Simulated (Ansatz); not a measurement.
C3H7 (SMILES [CH2]CC), doublet, geometry from GFN2-xTB. Base run: R2SCAN/def2-SV(P) in Ansatz (a first-principles code).

The Ansatz input:
Ansatz 0.2 input:
```yaml
crystal:
  periodic: [false, false, false]
  atoms:
    - {symbol: C, position_ang: [1.27499250, 0.32026291, 0.11860552]}
    - {symbol: C, position_ang: [0.09909120, -0.44892982, -0.32203934]}
    - {symbol: C, position_ang: [-1.21725335, 0.12393363, 0.18964896]}
    - {symbol: H, position_ang: [2.26186932, -0.00412506, -0.14802969]}
    - {symbol: H, position_ang: [1.16405867, 1.21680284, 0.69438845]}
    - {symbol: H, position_ang: [0.07318936, -0.49337678, -1.42240357]}
    - {symbol: H, position_ang: [0.19578041, -1.49564754, 0.00374116]}
    - {symbol: H, position_ang: [-1.22933319, 0.13231363, 1.27716309]}
    - {symbol: H, position_ang: [-2.05755413, -0.47201421, -0.15948972]}
    - {symbol: H, position_ang: [-1.34899252, 1.14444689, -0.16266054]}
basis:
  gaussian:
    orbitals: def2-SV_P_.json
hamiltonian:
  xc: r2scan
magnetization: {spin_polarized: true, initial_magnetization: 1}
```
The basis file holds def2-SV(P) in the JSON format of the Basis Set Exchange.

Each row names what was changed in the base input (with any setting that the change needs).

```csv
change,basis functions,E (Eh)
base,56,-118.28241
basis = 3-21G,41,-117.74531
basis = pcseg-0,41,-118.07329
basis = 6-31G*,59,-118.38372
basis = pcseg-1,77,-118.36317
basis = cc-pVDZ,77,-118.39432
basis = 6-311G**,96,-118.42253
basis = def2-SVPD,116,-118.30840
basis = aug-pcseg-1,132,-118.36771
basis = def2-TZVP,135,-118.43474
basis = def2-TZVPD,174,-118.43504
basis = pcseg-2,188,-118.43598
basis = aug-cc-pVTZ,299,-118.43608
```

Totals compare only among sets that treat the same electrons; sets with core potentials leave the core out.
